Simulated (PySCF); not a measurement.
## Telling isomers of C6H10OSi apart by NMR

Method: NMR shieldings at PBE0/pcSseg-1/GIAO, geometry: GFN2-xTB, in PySCF 2.14 (no solvent model, a single conformation, one averaged value for each set of equivalent atoms, non-relativistic Hamiltonian).

Shifts are taken against calculated references (same method and geometry level): TMS for ¹H and ¹³C. Where no couplings were computed, multiplicities follow the n + 1 count of equivalent neighbours, and m marks all less simple cases (inequivalent or close neighbours, rings, F or P nearby). Shifts are as computed. Against solution values, carbons near 30 ppm lie about +3 ppm off and those near 130 ppm about +5 ppm. Of 1211 compounds with measured shifts, 218 miss one by over three times the rms of a fit or turn the order of signals round; such compounds aren't used in these exercises.

(1) Tabulate the signals of `C=C[SiH2]OC1=CCC1`, `C=C[C@@H]1OC=C[Si@H]1C` and their relative energies.

(2) What is the quickest way to tell C=C[SiH2]OC1=CCC1 from C=C[C@@H]1OC=C[Si@H]1C?

Results:

(1) 
```tsv
SMILES	carbon types	δC	δH	E rel. (kcal/mol)
C=C[SiH2]OC1=CCC1	1×C 2×CH 3×CH2	154.7, 143.5, 142.6, 109.5, 33.8, 20.7	6.59 (m, 1H), 6.55 (m, 1H), 6.00 (m, 1H), 5.33 (d, 2H), 4.80 (t, 1H), 2.74 (m, 2H), 2.13 (m, 2H)	8.0
C=C[C@@H]1OC=C[Si@H]1C	4×CH 1×CH2 1×CH3	171.4, 151.5, 112.9, 93.5, 78.8, -1.8	7.18 (d, 1H), 6.37 (m, 1H), 5.18 (m, 1H), 5.12 (m, 1H), 4.88 (m, 1H), 4.75 (m, 1H), 4.53 (m, 1H), 0.34 (d, 3H)	0.0
```

Energies are electronic energies at PBE0/pcSseg-1 on these geometries, without zero-point or thermal terms, each for the one conformer computed, which needn't be the lowest.

(2) Both give the same number of carbon signals, but DEPT or the intensities differ. The first has an alkene carbon bearing oxygen (C) at 154.7 ppm, the second a methyl carbon bonded to Si (CH3) at -1.8 ppm. Their most deshielded carbons lie at 154.7 and 171.4 ppm. In the proton spectra the most deshielded non-exchanging signals are 6.59 (m, 1H) and 7.18 (d, 1H).
